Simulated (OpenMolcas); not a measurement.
## O V: effect of the level shift or regulariser

- Program: OpenMolcas
- Basis: ANO-RCC-VTZP [4s3p2d1f]
- Scalar Hamiltonian: DKH2, point nucleus
- Active space: 2 electrons in 4 orbitals (2s 2p)
- State averaging: 2S+1 = 3 even, 3 roots; 2S+1 = 1 even, 7 roots; 2S+1 = 3 odd, 3 roots; 2S+1 = 1 odd, 3 roots
- Spin-orbit coupling: RASSI with atomic mean-field integrals over the reference wave functions, term energies averaged over their components

Methods on the same reference wave functions:
A. CASSCF
B. MS-CASPT2, IPEA 0.25 Eh, imaginary shift 0.1 Eh (closed shells correlated: 1s)
C. MS-CASPT2, IPEA 0.25 Eh, real shift 0.2 Eh (closed shells correlated: 1s)

Energies in cm-1 above 2s2 1S0, the measured ground level; measured values from Moore, Selected Tables of Atomic Spectra, NSRDS-NBS 3, section 9.

```json
{"Level": "2s2 1S0", "A": "0.0", "B": "0.0", "C": "0.0", "Measured": "0.0"}
{"Level": "2s 2p 3P* 0", "A": "82778", "B": "82052", "C": "82053", "Measured": "81942"}
{"Level": "2s 2p 3P* 1", "A": "82926", "B": "82199", "C": "82201", "Measured": "82079"}
{"Level": "2s 2p 3P* 2", "A": "83222", "B": "82496", "C": "82497", "Measured": "82385"}
{"Level": "2s 2p 1P* 1", "A": "170958", "B": "161823", "C": "161838", "Measured": "158798"}
{"Level": "2p2 3P0", "A": "215652", "B": "214280", "C": "214280", "Measured": "213462"}
{"Level": "2p2 3P1", "A": "215800", "B": "214427", "C": "214427", "Measured": "213618"}
{"Level": "2p2 3P2", "A": "216089", "B": "214716", "C": "214716", "Measured": "213887"}
{"Level": "2p2 1D2", "A": "242322", "B": "234064", "C": "234088", "Measured": "231721"}
{"Level": "2p2 1S0", "A": "302171", "B": "291847", "C": "291868", "Measured": "287910"}
```

Deviations, from unrounded energies. A percentage is the sum of absolute deviations over the sum of measured energies, with the sign that they share, or ± where signs differ.

```csv
Against measurement,Levels,A,B,C
mean absolute deviation (cm-1),9,5100,1300,1400
other configurations (%),9,+2.9,+0.8,+0.8
```

B, C lie about equally close to measurement and A furthest from it. The largest miss of B in the table is 2p2 1S0, by +3900 cm-1. The ranking rests on the paired levels alone, and a cruder setting can come out closer through cancelling errors.

Between B and C the level of the table that moves most is 2p2 1D2, by 24 cm-1 (lowest in B, highest in C).

The lowest spin-free term lies below A's lowest term by 0.006 hartree in B, 0.006 hartree in C.

Measured partners are found by configuration, term and J. A level has none where our copy of the source lacks it or the pairing is in doubt (some pairs that miss far off the trend of their configuration count as doubtful), and it then counts in no deviation. Only configurations of the active space appear.

* marks odd parity.
